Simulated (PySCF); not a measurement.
ClHMgO, SMILES [OH][Mg][Cl].

The structure is a stationary point at PBE-D3(BJ)/def2-TZVP. Other conformers were not sampled.

All values below come from PBE0/def2-TZVPD in PySCF.

Symmetry labels are those of the subgroup Cs that the program uses (full group Cs).

Computed valence orbital energies around the gap with their symmetry:
```json
[
 {"orbital": "HOMO−7", "symmetry": "A'", "energy (eV)": "-26.01"},
 {"orbital": "HOMO−6", "symmetry": "A'", "energy (eV)": "-21.74"},
 {"orbital": "HOMO−5", "symmetry": "A'", "energy (eV)": "-12.88"},
 {"orbital": "HOMO−4", "symmetry": "A'", "energy (eV)": "-9.86"},
 {"orbital": "HOMO−3", "symmetry": "A'", "energy (eV)": "-8.79"},
 {"orbital": "HOMO−2", "symmetry": "A\"", "energy (eV)": "-8.78"},
 {"orbital": "HOMO−1", "symmetry": "A'", "energy (eV)": "-8.50"},
 {"orbital": "HOMO", "symmetry": "A\"", "energy (eV)": "-8.31"},
 {"orbital": "LUMO", "symmetry": "A'", "energy (eV)": "-1.54"},
 {"orbital": "LUMO+1", "symmetry": "A'", "energy (eV)": "0.04"},
 {"orbital": "LUMO+2", "symmetry": "A\"", "energy (eV)": "0.09"},
 {"orbital": "LUMO+3", "symmetry": "A'", "energy (eV)": "0.53"}
]
```
